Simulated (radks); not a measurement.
Results of a calculation; reference values are marked as such.
Spherical quantum dot in the effective-mass picture: electrons in a parabolic well V = omega^2 r^2 / 2 with omega = 0.265, all in effective atomic units (hartree* = m*/eps^2 hartree, bohr* = eps/m* bohr), one dielectric constant everywhere. Level of theory: non-relativistic Kohn-Sham, PBEsol, spin-polarised, spherical densities (a radial shooting solver with Libxc functionals). Levels are named by radial order and angular momentum (1s, 1p, 1d, 2s, ...), and open shells are averaged over m. Results are scaled to m* = 0.278 and eps = 12, for which hartree* = 52.53 meV and bohr* = 2.284 nm. Each electron was tried in the lowest free levels, single moves between levels near the top were tried too, and the lowest total energy was kept; such a search can miss a lower state. The series stops at N = 10: beyond it a trial failed or the search could not be trusted, so later rows were left out. At N = 1 the Hartree and exchange-correlation terms need not cancel, so that row can carry a self-interaction error.

N        open shells  2S  E (meV)  mu = E(N) - E(N-1) (meV)  addition energy mu(N+1) - mu(N) (meV)  e(HOMO) (meV)  rms radius (nm)
1   1s(up 1, down 0)   1  21.1676                    21.168                                  18.45         28.717            5.477
2               none   0  60.7883                    39.621                                  23.39         46.386            6.107
3   1p(up 1, down 0)   1  123.798                    63.009                                  11.63         68.797            6.980
4   1p(up 2, down 0)   2  198.433                    74.635                                  11.52         80.444            7.537
5   1p(up 3, down 0)   3  284.591                    86.158                                  13.93         91.816            7.973
6   1p(up 3, down 1)   2  384.677                    100.09                                  10.07         105.09            8.376
7   1p(up 3, down 2)   1  494.837                    110.16                                  10.08         115.22            8.724
8               none   0  615.074                    120.24                                  17.25         125.22            9.038
9   1d(up 1, down 0)   1  752.562                    137.49                                  9.010         142.01            9.402
10  1d(up 2, down 0)   2  899.060                    146.50                                      -         150.97            9.723

All shells are closed at N = 2, 8 (there: 1s2 1p6); the second difference of the energy has clear peaks (12 % above both neighbours; the first and last values, which can be the largest, are not judged, and half-filled shells can peak too) at N = 2, 5, 8.
